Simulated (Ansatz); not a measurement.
# Ligand exchange: CH3Cl + BH(CH3)I → CH3I + BH(CH3)Cl

Species: CH3Cl (chloromethane) `CCl`, singlet; BH(CH3)I, singlet; CH3I `CI`, singlet; BH(CH3)Cl, singlet. The partners trade Cl for I: C–Cl and B–I bonds give way to C–I and B–Cl.

Shapes, held fixed at every level: PBE0-D4/def2-TZVP. Programs: Ansatz 0.2.0. The zero-point and thermal change to 298 K, harmonic and unscaled (PBE0-D4/def2-TZVP), is -0.8 kJ/mol.

```tsv
level	kind	ΔH(298 K) (kJ/mol)	less CCSD(T)/def2-TZVPP
HF/def2-SVP	Hartree–Fock	-51.4	-5.2
HF/def2-TZVPP	Hartree–Fock	-45.9	+0.3
PBE-D4/def2-TZVPP	GGA	-43.6	+2.6
BHLYP-D4/def2-TZVPP	global hybrid	-46.4	-0.2
B2PLYP/def2-TZVPP	double hybrid	-47.3	-1.1
MP2/def2-SVP	perturbation theory	-53.4	-7.2
CCSD(T)/def2-TZVPP	coupled cluster or CI	-46.2	0.0
```

The highest level, CCSD(T)/def2-TZVPP, gives ΔH(298 K) = -46.2 kJ/mol; the levels span -53.4 to -43.6. The column of differences is taken from that level and isn't an error. No measured value is set beside it here. For atoms past krypton def2 sets carry core potentials with scalar relativity. Correlated rows may include outer-core shells of I, which these sets cover unevenly.
